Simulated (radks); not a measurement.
Re IX, 67 electrons, occupied as [Kr] 4d10 4f14 5s2 5p5. Method: non-relativistic Kohn-Sham, LB94 model potential, spin-polarised, spherical densities, point nucleus; open shells are filled with parallel spins first (spin-orbit coupling, left out, can overturn this in heavy ions); relativity is left out, which matters for an element this heavy; computed with a radial shooting solver on a logarithmic mesh with Libxc functionals.

Radial electron density D(r) = 4 pi r^2 rho(r):

r (bohr)  D(r) (e/bohr)    spin D(r)
0.00229           14.13   -0.0000138
0.002624          17.65  -0.00000862
0.003006          21.88   0.00000386
0.003444          26.90    0.0000293
0.003946          32.75    0.0000768
0.004521          39.46     0.000161
0.005179          46.95     0.000307
0.005934          55.09     0.000549
0.006798          63.62     0.000946
0.007788          72.16      0.00158
0.008995          80.66      0.00265
0.01031           87.57      0.00421
0.01181           92.77      0.00654
0.01353           95.79      0.00995
0.0155            96.43       0.0148
0.01775           94.91       0.0213
0.02034           92.04       0.0299
0.0233            89.17       0.0405
0.0267            88.03       0.0525
0.03059           90.22       0.0647
0.03505           96.62       0.0751
0.04015           106.8       0.0805
0.046             118.6       0.0778
0.05312           129.1       0.0640
0.06086           133.7       0.0418
0.06973           131.1       0.0175
0.07989           122.9      0.00262
0.09153           113.4       0.0104
0.1049            108.2       0.0474
0.1201            110.4        0.105
0.1376            117.7        0.155
0.1577            123.1        0.164
0.1807            119.2        0.117
0.207             104.3       0.0416
0.2371            84.48      0.00578
0.2717            70.01       0.0687
0.3138            67.20        0.228
0.3595            73.14        0.361
0.4118            78.04        0.360
0.4718            74.45        0.209
0.5406            61.87       0.0318
0.6193            45.52       0.0143
0.7096            31.31        0.254
0.8129            21.89        0.669
0.9314            16.41         1.05
1.067             12.66         1.21
1.222             9.163         1.09
1.401             5.782        0.787
1.617             2.902        0.434
1.853             1.206        0.192
2.123            0.3894       0.0653
2.432           0.09438       0.0165
2.787           0.01655      0.00298
3.193          0.002012     0.000372
3.658         0.0001615    0.0000305

D(r) has 4 maxima, at r = 0.0150, 0.0618, 0.162, 0.418 bohr, and minima at 0.0265, 0.107, 0.301 bohr, inside which lie 1.96, 11.41, 30.47 electrons.
